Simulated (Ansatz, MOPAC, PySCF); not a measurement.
Complex: hydrogen isocyanide (SMILES [C-]#[NH+]) (first 3 atoms) with hydrogen isocyanide (SMILES [C-]#[NH+]); geometry from B3LYP-D3(BJ)/def2-TZVP, rigid monomers moved along the line of their centres of mass till H3···C4 is 2.87 Å.
(charge 0, multiplicity 1):
```xyz
6

C     -0.2166     0.3936    -1.1305
N     -0.1158     0.3302     0.0263
H     -0.0279     0.2747     1.0361
C      0.2200     0.1190     3.8958
N      0.3201     0.0568     5.0483
H      0.4066     0.0031     6.0418
```

Interaction energies are E(AB) − E(A) − E(B) at the monomers' geometry in the complex; basis-set methods are counterpoise corrected. Rows marked so take none.

Frozen-core correlation. CBS(a, b) extrapolates the correlation energy as X⁻³ and adds the Hartree–Fock energy of set b. Rows in 3-21G, 6-311+G**, 6-31G* carry no dispersion term and start afresh at each structure (6-31G* with six Cartesian d functions). MP2/6-31G* freezes PySCF's default core. The state reached by AM1 isn't checked.

Codes used: Ansatz (Gaussian basis) for Hartree–Fock, density functionals and correlated methods; MOPAC for AM1 (differences of heats of formation); PySCF for 3-21G rows, 6-311+G** rows, 6-31G* rows, the dispersion terms. Values without a source in brackets are computed.

Other levels give for the interaction energy: PBE/def2-TZVPPD -4.56; B3LYP/def2-TZVPPD -4.13; B3LYP-D3(BJ)/def2-TZVPPD -4.60; wB97M-V/def2-TZVPPD -4.41; CCSD(T)/CBS(aug-cc-pVDZ, aug-cc-pVTZ) -4.64 kcal/mol.

Common cheap choices:

```json
[
 {"level": "AM1", "interaction energy (kcal/mol)": "-2.31", "less -4.64 (CCSD(T)/CBS(aug-cc-pVDZ, aug-cc-pVTZ))": "2.33"},
 {"level": "HF/3-21G (no counterpoise)", "interaction energy (kcal/mol)": "-5.20", "less -4.64 (CCSD(T)/CBS(aug-cc-pVDZ, aug-cc-pVTZ))": "-0.56"},
 {"level": "BP86/6-31G* (no counterpoise)", "interaction energy (kcal/mol)": "-5.05", "less -4.64 (CCSD(T)/CBS(aug-cc-pVDZ, aug-cc-pVTZ))": "-0.41"},
 {"level": "B3LYP/3-21G (no counterpoise)", "interaction energy (kcal/mol)": "-6.05", "less -4.64 (CCSD(T)/CBS(aug-cc-pVDZ, aug-cc-pVTZ))": "-1.41"},
 {"level": "B3LYP/6-31G* (no counterpoise)", "interaction energy (kcal/mol)": "-5.31", "less -4.64 (CCSD(T)/CBS(aug-cc-pVDZ, aug-cc-pVTZ))": "-0.67"},
 {"level": "B3LYP/6-311+G** (no counterpoise)", "interaction energy (kcal/mol)": "-4.21", "less -4.64 (CCSD(T)/CBS(aug-cc-pVDZ, aug-cc-pVTZ))": "0.43"},
 {"level": "M06-2X/6-31G* (no counterpoise)", "interaction energy (kcal/mol)": "-5.15", "less -4.64 (CCSD(T)/CBS(aug-cc-pVDZ, aug-cc-pVTZ))": "-0.51"},
 {"level": "MP2/6-31G*", "interaction energy (kcal/mol)": "-5.00", "less -4.64 (CCSD(T)/CBS(aug-cc-pVDZ, aug-cc-pVTZ))": "-0.35"}
]
```

Ansatz is an electronic-structure program.
